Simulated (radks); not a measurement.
The numbers below are computed, except where a source is named.
The mercury ion Hg+, [Xe] 4f14 5d10 6s1. Code: a radial shooting solver on a logarithmic mesh with Libxc functionals. Model: non-relativistic Kohn-Sham, PBE, spin-polarised, spherical densities, point nucleus. Every spin shell is full or empty, so the densities are truly spherical. Functionals are evaluated on that one density, not self-consistently. Rank these orbital-free kinetic functionals by their error against the exact value of the orbitals, and give that value: Thomas-Fermi, von Weizsacker, TF + vW, TF + vW/9, TF + vW/5, LC94, APBEK, revAPBEK, Perdew 92, Thakkar, Pearson, LKT, PG1, DePristo-Kress, Ernzerhof.

Answer. Exact: 18408.0 hartree. From best to worst, with 100 (|E| - |E exact|)/|E exact| (equal figures are ties): LC94 +0.02, APBEK +0.04, revAPBEK +0.18, DePristo-Kress -0.20, Ernzerhof -0.48, Perdew 92 -0.68, TF + vW/9 -0.69, Thakkar -0.78, Pearson -0.84, TF + vW/5 +2.46, Thomas-Fermi -4.62, PG1 +12.40, LKT +15.91, TF + vW +30.78, von Weizsacker -64.60.
